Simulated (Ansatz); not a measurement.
The cluster Si₄Ge₆, relaxed as a singlet with RKS PBE-D4/def2-SVP in Ansatz, starting from the GFN1-xTB geometry. Force threshold 0.03 eV/Å.

Another isomer (singlet) lies 0.06 eV lower at PBE0-D4/def2-TZVP; other spin states weren't run for this one.

Start:

Cartesian coordinates in Å:
```
Si -1.4974 0.9722 -0.1233
Si 2.3543 0.2683 -1.7102
Si -0.0392 0.2037 1.7597
Si 0.5014 -2.0606 2.0501
Ge 0.0153 -0.2064 -1.9638
Ge 1.6305 -1.0643 0.1503
Ge -0.5724 2.5154 1.4467
Ge 1.0560 1.6612 -0.2183
Ge -1.0832 -1.6568 0.2260
Ge -2.3652 -0.6328 -1.6173
```

```json
{"step": "1", "energy (eV)": "-370505.8884", "largest force component (eV/Å)": "1.031", "SCF passes": "24"}
{"step": "2", "energy (eV)": "-370506.0955", "largest force component (eV/Å)": "0.119", "SCF passes": "29"}
{"step": "3", "energy (eV)": "-370506.1006", "largest force component (eV/Å)": "0.061", "SCF passes": "23"}
{"step": "4", "energy (eV)": "-370506.1039", "largest force component (eV/Å)": "0.046", "SCF passes": "23"}
{"step": "5", "energy (eV)": "-370506.1044", "largest force component (eV/Å)": "0.025", "SCF passes": "22"}
```

Force components are those of the run's own axes.

End:

Cartesian coordinates in Å:
```
Si -1.514 1.004 -0.141
Si 2.358 0.275 -1.696
Si -0.002 0.230 1.806
Si 0.458 -2.034 2.064
Ge 0.008 -0.235 -2.060
Ge 1.734 -1.139 0.168
Ge -0.605 2.558 1.502
Ge 1.100 1.719 -0.214
Ge -1.077 -1.731 0.185
Ge -2.460 -0.647 -1.614
```

By distances, no bond broke or formed. The bond that changes most is Ge5–Ge6, from 2.80 to 2.96 Å (atoms count from 1).

No frequencies were taken in this run, so the end may be a saddle point.

Hardware: 4 threads of Intel Xeon on a shared host. Wall time 57 s, peak host memory 0.78 GiB.
